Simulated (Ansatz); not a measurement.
Species: C₃H₁₁OSi, charge 1, multiplicity 1. It need not be the lowest isomer of its formula. 
Geometry from a B3LYP-D3(BJ)/def2-TZVP (Ansatz, an electronic-structure program) optimisation:
SMILES: C[Si](C)(C)[OH2+]
```xyz
16

Si     0.0179     0.0582    -0.1797
C      1.8486     0.2498    -0.2694
C     -0.6996    -1.3429    -1.1395
C     -0.9911     1.5989    -0.1159
O     -0.1504    -0.5010     1.6219
H      2.1147     0.5923    -1.2737
H      2.3759    -0.6932    -0.1093
H      2.2199     0.9916     0.4391
H     -0.6438    -1.1042    -2.2059
H     -1.7513    -1.5121    -0.9016
H     -0.1493    -2.2733    -0.9882
H     -2.0373     1.4035     0.1293
H     -0.9816     2.0634    -1.1063
H     -0.5881     2.3257     0.5909
H      0.4412    -1.1588     2.0195
H     -0.9955    -0.4762     2.0972
```
Charge +1, spin multiplicity 1.

Total electronic energies in hartree. Correlated levels leave the core frozen unless marked. No spin-orbit coupling. No relativistic terms. CBS(X,Y): correlation extrapolated as X^-3; Hartree-Fock from the larger set. [CCSD(T)-MP2]/basis is that difference in the basis named.

```
level                                                                 program  energy (Eh)
-------------------------------------------------------------  --------------  -----------
HF/6-31G                                                               Ansatz   -483.50369
HF/cc-pV(T+d)Z                                                         Ansatz   -483.72808
HF/cc-pwCVTZ                                                           Ansatz   -483.72989
RI-HF/cc-pV(T+d)Z                                                      Ansatz   -483.72804
revPBE/def2-TZVPD                                                      Ansatz   -485.42698
r2SCAN/def2-TZVPD                                                      Ansatz   -485.41397
B3LYP-D4/def2-TZVPD                                            Ansatz + dftd4   -485.60112
PBE0/def2-SVP                                                          Ansatz   -484.87495
PBE0-D4/def2-TZVP                                              Ansatz + dftd4   -485.20833
PBE0-D4/def2-TZVPD                                             Ansatz + dftd4   -485.20959
BHLYP-D3(BJ)/def2-TZVPD                                        Ansatz + dftd3   -485.45581
r2SCAN0/def2-TZVPD                                                     Ansatz   -485.39209
HSE06-D4/def2-TZVPD                                            Ansatz + dftd4   -485.19095
CAM-B3LYP-D4/def2-TZVPD                                        Ansatz + dftd4   -485.47033
LC-wPBE-D4/def2-TZVPD                                          Ansatz + dftd4   -485.36663
PBE-QIDH/def2-TZVPD                                                    Ansatz   -485.08506
MP2/STO-3G                                                             Ansatz   -478.23068
MP2/6-31G*                                                             Ansatz   -484.25732
SCS-MP2/6-31G*                                                         Ansatz   -484.25456
SCS-MP2/cc-pV(D+d)Z                                                    Ansatz   -484.37477
SCS-MP2/cc-pwCVTZ                                                      Ansatz   -484.64975
CCSD/cc-pV(T+d)Z                                                       Ansatz   -484.68410
RI-MP2/CBS(cc-pV(T+d)Z,cc-pV(Q+d)Z)+[CCSD(T)-MP2]/cc-pV(T+d)Z          Ansatz    -484.8406
```

Totals of different functionals don't rank their quality; only differences between species are comparable.
